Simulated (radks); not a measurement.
Values are calculated unless marked as measured or tabulated.
Species: neutral xenon. Configuration: [Xe].

Level of theory: scalar-relativistic Kohn-Sham, PBE, spin-polarised, spherical densities, finite nucleus; Fermi nuclear charge, rms radius 4.7859 fm; hard spherical wall at 20 bohr (a radial shooting solver on a logarithmic mesh with Libxc functionals).

Energy parts (Ry):
| part | energy |
|---|---|
| total | -14894.07475 |
| kinetic | 15661.56264 |
| electron-nucleus | -36048.19604 |
| Hartree | 5865.71587 |
| exchange-correlation | -373.15722 |

Orbitals (lengths in bohr, moments of r in powers of bohr):
| orbital | occ. | eigenvalue (Ry) | <1/r> |
|---|---|---|---|
| 1s | 2 | -2526.179 | 58.10 |
| 2s | 2 | -393.1569 | 13.33 |
| 2p | 6 | -352.7885 | 12.73 |
| 3s | 2 | -80.41671 | 4.792 |
| 3p | 6 | -67.37745 | 4.552 |
| 3d | 10 | -48.03929 | 4.311 |
| 4s | 2 | -14.51177 | 1.951 |
| 4p | 6 | -10.38309 | 1.790 |
| 4d | 10 | -4.36468 | 1.512 |
| 5s | 2 | -1.45087 | 0.7028 |
| 5p | 6 | -0.60524 | 0.5610 |

The highest occupied level is 5p at -8.235 eV. The pressure on the wall is 5.36e-11 GPa. Summed over all electrons, <r^2> = 60.97 bohr^2, which gives a Langevin (diamagnetic) susceptibility term of -48.3 x 10^-6 cm^3/mol. The density falls to 0.001 e/bohr^3 at r = 4.41 bohr. The electron density at the nucleus is 2.806e+05 e/bohr^3 (large components only).
